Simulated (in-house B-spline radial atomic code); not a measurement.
Results of a calculation; reference values are marked as such.
# Building a PAW s channel for Cl, r_c = 1.3 bohr

Cl, [Ne] 3s2 3p5, non-relativistic PBE, spherical and spin-unpolarised, from an all-electron radial atomic-structure program (B-spline basis) (atomic units; all potentials screened as in the neutral atom).

Two all-electron partial waves φ1, φ2 are integrated outwards at E1 = ε(3s) = -0.754424 and E2 = E1 + 2 hartree; φ1 is the bound orbital and φ2 has unit norm inside r_c = 1.2972 bohr. Smooth partners are polynomials, r^1(a0 + a1 r² + a2 r⁴ + a3 r⁶), matched to φ and three derivatives at r_c, with no condition on the norm. The local potential is -9.25563 + (9.81065) r² + (-4.62172) r⁴ + (0.822088) r⁶ inside 1.0621 bohr and the all-electron one outside.

| wave | φ(r_c) | φ'(r_c) | a0 | a1 | a2 | a3 |
| --- | --- | --- | --- | --- | --- | --- |
| 1 | 0.8853549 | -0.0203401 | 0.6538042 | 0.4286559 | -0.3549609 | 0.06558455 |
| 2 | 0.8625556 | -2.71373 | 2.11866 | -0.3551502 | -0.5214317 | 0.1302111 |

Inside r_c the overlaps are <φi φj> = [[0.37318, 0.59627], [0.59627, 1.00000]] and, for the smooth waves, [[0.42131, 0.74362], [0.74362, 1.42045]]. With χj = (Ej − T − V_local) applied to smooth wave j, the program's quadrature gives the matrix B_ij = <smooth i, χj> as [[0.88616, 2.32207], [2.02738, 5.38222]].

Problem. Check the match of the first wave, and find the augmentation charges q_ij.

Solution. At r_c the four terms are 0.84811, 0.93568, -1.30381, 0.40537, which sum to 0.8854, φ1(r_c) to rounding. q_ij is the all-electron overlap less the smooth one: [[-0.04814, -0.14735], [-0.14735, -0.42045]]. The smooth first wave has a norm of 0.4213 inside r_c against 0.3732, so q11 is negative and must stay small enough for the overlap operator to be positive.

Problem. B isn't symmetric. Show that D_ij = B_ij + Ej q_ij is.

Solution. Integrating by parts gives B12 − B21 = (E1 − E2) q12: 2.32207 − (2.02738) = 0.29469, and −2 × (-0.14735) = 0.29470. So D12 = 2.32207 + (1.245576)(-0.14735) = 2.13854 and D21 = 2.02738 + (-0.754424)(-0.14735) = 2.13854; D11 = 0.92248, D22 = 4.85852. The projectors, p = (B⁻¹)ᵀ χ, are dual to the smooth waves; det B = 0.062, small beside B11 B22, as the two smooth waves look alike inside r_c.

Solving (T + V_local + Σ p D p) ψ = E (1 + Σ p q p) ψ in a sphere of 9 bohr gives these levels:

```json
{"all-electron": "-0.754424", "one projector": "-0.754424", "two projectors": "-0.754424"}
{"all-electron": "0.014840", "one projector": "0.013987", "two projectors": "0.014828"}
{"all-electron": "0.281567", "one projector": "0.278503", "two projectors": "0.281538"}
{"all-electron": "0.707123", "one projector": "0.696213", "two projectors": "0.707085"}
{"all-electron": "1.284170", "one projector": "1.247360", "two projectors": "1.284170"}
```

Problem. What does the second projector gain?

Solution. With one projector the errors are 0.00, -0.85, -3.06, -10.91, -36.81 millihartree. With two the errors are 0.00, -0.01, -0.03, -0.04, 0.00 millihartree. The scattering is exact at E1 and at E2 = 1.246, and over all levels compared the largest error is 0.038 millihartree. The lowest eigenvalue of the overlap operator is 0.7551 with one and 0.1084 with two projectors. The smooth orbital alone needs a cutoff of 12.5 hartree for 1 millihartree of kinetic energy, against 29.2 for a norm-conserving Troullier-Martins orbital of the same radius; part of the gain comes from giving up the norm, part from the simpler form.
